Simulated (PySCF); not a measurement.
A PySCF script (with the pyscf-properties extension) for the NMR shieldings of `CS[SiH2][Si@@H](C=O)[SiH2][SiH3]`, C₂H₁₂OSSi₄, on a GFN2-xTB geometry:

```python
import basis_set_exchange as bse
import numpy as np
from pyscf import gto, dft
from pyscf.prop import nmr

atoms = """
C     3.750728    0.139761   -0.959127
S     2.077990    0.712622   -1.370662
Si    0.942387   -1.026062   -0.792028
Si   -1.267949   -0.387650   -1.044953
C    -2.159995   -1.839056   -0.194402
O    -2.056679   -2.013813    0.999996
Si   -1.930311    1.490314    0.183374
Si   -1.432534    1.258729    2.441912
H     4.435283    0.937571   -1.226291
H     3.812912   -0.063474    0.105410
H     3.978541   -0.754499   -1.530459
H     1.372964   -1.310924    0.578842
H     1.487080   -2.125504   -1.600436
H    -1.665516   -0.511022   -2.461471
H    -2.791863   -2.535459   -0.782995
H    -3.367418    1.727899   -0.048526
H    -1.280636    2.655854   -0.435030
H    -1.721750    2.485796    3.192872
H    -0.001834    0.988676    2.613238
H    -2.186547    0.180919    3.073163
"""
names = dict.fromkeys(["C", "S", "Si", "O", "H"], "pcSseg-1")
basis = {el: gto.basis.parse(bse.get_basis(n, elements=[el], fmt="nwchem")) for el, n in names.items()}
mol = gto.M(atom=atoms, basis=basis, charge=0, verbose=0)
mf = dft.RKS(mol, xc="PBE0")
mf.grids.level = 2
mf.grids.alignment = dft.numint.BLKSIZE   # the property module wants whole blocks of grid points
mf.conv_tol = 1e-9
mf.kernel()

calc = nmr.RKS(mf)   # GIAO
C = mf.mo_coeff
Co = C[:, mf.mo_occ > 0]
resp = mf.gen_response(singlet=True, hermi=2)
def vind(x):   # induced exchange potential for any number of trial vectors
    d = np.einsum("pi,xij,qj->xpq", C, 2 * x.reshape(-1, C.shape[1], Co.shape[1]), Co, optimize=True)
    return np.einsum("xpq,pi,qj->xij", resp(d - d.transpose(0, 2, 1)), C, Co, optimize=True).ravel()
mo1, _ = nmr.rhf.solve_mo1(calc, with_cphf=vind)
sigma = calc.kernel(mo1)
for i, s in enumerate(sigma):   # ppm
    print("%2d %-2s %9.2f" % (i, mol.atom_pure_symbol(i), np.trace(s) / 3))
```

Task: What are the results?

Result: 
```
 0 C     167.77
 1 S     723.97
 2 Si    392.23
 3 Si    438.08
 4 C     -69.03
 5 O    -635.50
 6 Si    469.76
 7 Si    463.44
 8 H      29.51
 9 H      29.68
10 H      29.71
11 H      27.18
12 H      26.98
13 H      27.04
14 H      18.87
15 H      28.20
16 H      28.16
17 H      28.10
18 H      28.00
19 H      27.91
```

These numbers come from an equivalent density-fitted implementation of the same equations, which agrees with the script to about 0.01 ppm for H and up to a few tenths of a ppm for heavy atoms, so last digits may differ.

Task: Turn these shieldings into chemical shifts. Scale: TMS for 13C (186.93 ppm) and 29Si (349.16 ppm) and 1H (31.72 ppm); 33S (503.73 ppm) vs CS2; 17O (336.08 ppm) against H2O (reference shieldings calculated alike).

Result: Averaging equivalent atoms: C 4: 256.0; C 0: 19.2; S 1: -220; Si 2: -43.1; Si 3: -88.9; Si 7: -114.3; Si 6: -120.6; O 5: 971.6; H 14: 12.85; H 12: 4.74; H 13: 4.68; H 11: 4.53; H 17/18/19: 3.71; H 16: 3.55; H 15: 3.52; H 8/9/10: 2.08 ppm. Unscaled 17O shifts of doubly bonded oxygen tend to come out too high, by tens of ppm or more. Experimental scales use liquid or dissolved standards, which lie at an offset from isolated H2O (liquid H2O: subtract about 36 ppm).

Size and cost of the density-fitted run: 231 basis functions, 120 s wall time on 1 thread of an Arm Neoverse N1, shared host; peak memory 1.1 GiB.
